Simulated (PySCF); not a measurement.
Working out the ionisation energy of Ga

Ga [Ar] 3d10 4s2 4p1 (2P) → Ga+ [Ar] 3d10 4s2 (1S). All numbers are calculated (PySCF 2.14, scalar relativity by spin-free X2C-1e, in x2c-TZVPall). Frozen: [Ar] 3d10. Energies in hartree (1 hartree = 27.21139 eV):

| part | Ga (lower) | Ga+ (upper) |
| --- | --- | --- |
| UHF | -1942.169064 | -1941.966369 |
| CCSD correlation | -0.046430 | -0.036703 |
| (T) | -0.000824 | 0.000000 |

Question: What does Hartree-Fock give?

Answer: (-1941.966369) − (-1942.169064) = 0.202695 hartree = 5.516 eV.

Question: What do CCSD and CCSD(T) give?

Answer: The CCSD correlation energies differ by 0.009727 hartree = 0.265 eV and the triples by 0.000824 hartree = 0.022 eV, so CCSD gives 5.781 eV and CCSD(T) 5.803 eV.

Measured between the centres of the two terms (NIST): 5.931 eV, so CCSD(T) (valence) is off by -0.128 eV.

What remains against the reference includes basis incompleteness, the frozen core and higher excitations.
